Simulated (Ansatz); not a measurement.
Computed with Ansatz on PBE0-D4/def2-TZVP structures; ΔE is electronic, products minus reactants. CCSD(T)/CBS adds triple-zeta CCSD(T) − MP2 to the extrapolated MP2 energy (def2 sets, frozen cores). This one scheme is used for every species. Functionals use def2-TZVPP. B3LYP here is the variant with VWN-RPA as its local correlation; programs differ in this. One conformer a species, not always the lowest.

Reaction (ligand exchange at the Si–C bond): `C=C[SiH2][SiH3]` + `[CH2]1[NH][AlH]1` → `[SiH3][SiH2][N]1[CH2][AlH]1` + `C=C`

```tsv
level	ΔE (kJ/mol)	difference from CCSD(T)/CBS
PBE-D4	-59.8	9.1
r2SCAN-D4	-66.0	2.9
B3LYP-D4	-70.2	-1.3
B2PLYP	-68.9	0.0
r2SCAN	-65.0	3.9
HF/def2-QZVPP	-77.3	-8.4
MP2/def2-QZVPP	-71.8	-2.9
HF/CBS(def2)	-77.3	-8.4
MP2/CBS(def2)	-71.2	-2.3
CCSD/CBS(def2)	-69.6	-0.7
CCSD(T)/CBS	-68.9	0
```

Largest T1 diagnostic among the species: 0.015.

In def2-TZVPP, CCSD(T) changes the Hartree–Fock value by +6.9 kJ/mol (the triples alone add +0.6 kJ/mol) and MP2 by +4.6 kJ/mol. The D4 term adds −4.9 kJ/mol with B3LYP and −2.9 kJ/mol with PBE0; it sums over pairs of atoms, weighted by their polarisabilities, and B3LYP, whose exchange is more repulsive, gets the larger term. From PBE to PBE0 (25 % exact exchange), in def2-TZVPP and without D4, ΔE moves by −3.6 kJ/mol.
